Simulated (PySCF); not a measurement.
Spectra and structures to be paired. Theory: PySCF, TDDFT CAM-B3LYP/def2-SVPD, vertical, gas phase, core orbitals frozen in the response. Geometries: GFN2-xTB; one conformer of each isolated species. Triplets are in the Tamm–Dancoff approximation.

A. `c1occ(c1)[P@@](=O)(C)O` (C5H7O3P)
B. `C(CCl)C` (C3H7Cl)
C. `C#C[SiH2][SiH]([SiH3])[SiH3]` (C2H10Si4)
D. `CC#N` (C2H3N)

Lowest singlet levels (six at most, fewer where fewer were computed) with oscillator strengths:

1. 166 nm (f 0.002); 166 nm (f 0.003); 151 nm (f 0.024); 150 nm (f 0.039); 137 nm (f 0.003); 137 nm (f 0.010); T1 6.77 eV
2. 156 nm (f 0.000); 150 nm (f 0.003 summed over 2 states); 141 nm (f 0.005 summed over 2 states); 129 nm (f 0.037 summed over 2 states); 125 nm (f 0.030); T1 6.55 eV
3. 207 nm (f 0.005); 198 nm (f 0.003); 197 nm (f 0.018); 194 nm (f 0.031); 193 nm (f 0.068); 185 nm (f 0.015); T1 5.05 eV
4. 204 nm (f 0.103); 182 nm (f 0.004); 180 nm (f 0.003); 176 nm (f 0.005); 165 nm (f 0.054); 161 nm (f 0.061); T1 3.96 eV

Task: Match each spectrum to its molecule.

Result: 1 = B, 2 = D, 3 = C, 4 = A.
- A: S1 at 6.08 eV, HOMO→LUMO (96%); Löwdin shares by element: HOMO carbon 84% or more (atoms not listed hold the other 16%); LUMO carbon 53% or more, oxygen 18% or more (atoms not listed hold the other 29%); HOMO -8.47 and LUMO 0.58 eV.
- B: S1 at 7.45 eV, HOMO-1→LUMO (46%), HOMO-1→LUMO+1 (30%), HOMO-1→LUMO+4 (10%); Löwdin shares by element: HOMO chlorine 75%, carbon 18% or more; LUMO carbon 41%, chlorine 19% (atoms not listed hold the other 39%); HOMO -9.77 and LUMO 1.16 eV; point group Cs.
- C: S1 at 6.00 eV, HOMO→LUMO (28%), HOMO→LUMO+4 (19%), HOMO→LUMO+1 (11%); Löwdin shares by element: HOMO carbon 42%, silicon 36% or more (atoms not listed hold the other 22%); LUMO silicon 69% (atoms not listed hold the other 31%); HOMO -9.12 and LUMO 0.13 eV.
- D: S1 at 7.93 eV, HOMO-1/HOMO→LUMO+1/LUMO+2 (≥68%); Löwdin shares by element: HOMO (one of a set within 0.03 eV) nitrogen 47%, carbon 46%; LUMO carbon 65%, hydrogen 22% or more; HOMO -11.00 and LUMO 0.98 eV; point group C3v, 1 of its 8 listed states under f = 0.0005.
A and C have S1 within 0.08 eV of each other; their strongest listed levels stand at 6.08 eV (f 0.103) and 6.43 eV (f 0.068).

A slash joins orbitals within 0.01 eV of each other, whose weights are summed (≥ marks a lower bound).
